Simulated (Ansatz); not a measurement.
B2(Br)4 (B₂Br₄). Total charge 0; triplet. Geometry PBE-D4/def2-SVP, that of the neutral singlet; atoms count from 1.

Cartesian coordinates in Å:
```
B -0.457 -0.650 0.281
Br -1.965 -1.258 -0.729
Br 0.022 -1.507 1.924
B 0.457 0.650 -0.281
Br 1.960 0.331 -1.422
Br -0.017 2.434 0.227
```

At PBE0-D4/def2-TZVP a singlet of charge 0 lies 3.81 eV below the triplet at the same geometry.

Question: Estimate the Mulliken populations from the PBE0/def2-TZVP orbitals of Ansatz.

Answer: 
| atom | charge (e) | spin (α − β) |
| --- | --- | --- |
| B1 | -0.04 | 0.58 |
| Br2 | 0.02 | 0.21 |
| Br3 | 0.02 | 0.21 |
| B4 | -0.04 | 0.58 |
| Br5 | 0.02 | 0.21 |
| Br6 | 0.02 | 0.21 |
Mulliken values depend strongly on the basis.

Question: Where does the spin sit?

Answer: Summed by element: B 1.16, Br 0.84, of 2 unpaired in all. Largest on single atoms: B1 0.58, B4 0.58, Br3 0.21.

Question: And the Mayer bond orders between heavy atoms (over 0.3)?

Answer: B1–Br2 1.24 (1.91 Å); B1–Br3 1.24 (1.91 Å); B1–B4 1.01 (1.68 Å); B4–Br5 1.24 (1.91 Å); B4–Br6 1.24 (1.91 Å).
